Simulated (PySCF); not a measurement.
**Bond curve of RuI**

Set-up: Ru def2-TZVPP with ECP28, I def2-TZVPP with ECP28; scalar-relativistic core potentials (PySCF 2.14). Energies in eV from Ru (4d7 5s1) + I in their ground configurations at the same level. State: quartet, unpaired electrons σ ↑, π ↑, δ ↑.

All columns are PBE0. A positive dipole means Ru(−)I(+).

| R (Å) | E (eV) | μ (D) | Mulliken charge on Ru (basis-dependent) | HOMO (eV) | LUMO (eV) | Mayer bond order | ⟨S²⟩ |
| --- | --- | --- | --- | --- | --- | --- | --- |
| 2.203 | -1.825 | -3.32 | 0.26 | -5.45 | -2.71 | 1.62 | 3.76 |
| 2.305 | -2.393 | -3.68 | 0.27 | -5.55 | -2.65 | 1.48 | 3.76 |
| 2.407 | -2.689 | -4.05 | 0.30 | -5.65 | -2.64 | 1.36 | 3.76 |
| 2.484 | -2.788 | -4.34 | 0.31 | -5.73 | -2.77 | 1.28 | 3.77 |
| 2.561 | -2.812 | -4.63 | 0.33 | -5.81 | -2.90 | 1.21 | 3.77 |
| 2.638 | -2.782 | -4.92 | 0.35 | -5.89 | -3.03 | 1.15 | 3.77 |
| 2.740 | -2.682 | -5.31 | 0.37 | -5.99 | -3.19 | 1.08 | 3.77 |
| 2.868 | -2.496 | -5.79 | 0.39 | -6.10 | -3.38 | 1.01 | 3.77 |
| 3.022 | -2.228 | -6.35 | 0.41 | -6.20 | -3.60 | 0.94 | 3.78 |
| 3.227 | -1.849 | -7.01 | 0.44 | -6.28 | -3.87 | 0.87 | 3.80 |

A fit through these points gives, at Re = 2.553 Å, μ = -4.60 D and dμ/dR = -3.80 D/Å; the reduced mass is 56.52 u.

Task: How strong is the fundamental in the double-harmonic approximation, I = 42.26·(dμ/dR)²/μred km/mol?

Result: I = 42.26·(-3.80)²/56.52 = 10.8 km/mol at PBE0.

The metal atom is held in its measured ground configuration; semilocal functionals can put another filling of s and d lower by some tenths of an eV, and De to that atom would be smaller. Spin–orbit coupling is left out, which matters for elements this heavy, above all for dissociation energies. With d or f electrons several states lie close, and the lowest PBE0 determinant need not be the measured ground state.
